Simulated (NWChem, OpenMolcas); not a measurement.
# How methods differ on GeS (germanium sulfide)

GeS: 2 atoms, total charge 0, spin state singlet. As SMILES, `[S+]#[Ge-]`. Geometry: the measured bond length.

| atom | x (Å) | y (Å) | z (Å) |
| --- | --- | --- | --- |
| S | 0.0000 | 0.0000 | 0.0000 |
| Ge | 0.0000 | 0.0000 | 2.0121 |

Each level gives the dipole moment (D). The values are calculated.

| level | kind | program | value (D) | CPU time |
| --- | --- | --- | --- | --- |
| HF/aug-cc-pVTZ | Hartree–Fock | OpenMolcas | 2.79 | 17 s |
| BLYP/aug-cc-pVTZ | GGA | OpenMolcas | 2.00 | 28 s |
| revPBE/aug-cc-pVTZ | GGA | OpenMolcas | 1.99 | 31 s |
| r2SCAN/aug-cc-pVTZ | meta-GGA | OpenMolcas | 2.00 | 33 s |
| B3LYP/aug-cc-pVTZ | global hybrid | NWChem | 2.19 | 5.8 min |
| BHLYP/aug-cc-pVTZ | global hybrid | OpenMolcas | 2.46 | 25 s |
| M06-2X/aug-cc-pVTZ | hybrid meta-GGA | OpenMolcas | 2.40 | 37 s |
| CAM-B3LYP/aug-cc-pVTZ | range-separated hybrid | NWChem | 2.36 | 7.1 min |

All-electron rows without a relativistic Hamiltonian named are non-relativistic. The values span 1.99 to 2.79 D. Magnitudes only. CPU times are rough (shared hosts, several kinds of processor): they show what a rung costs within a factor of a few.
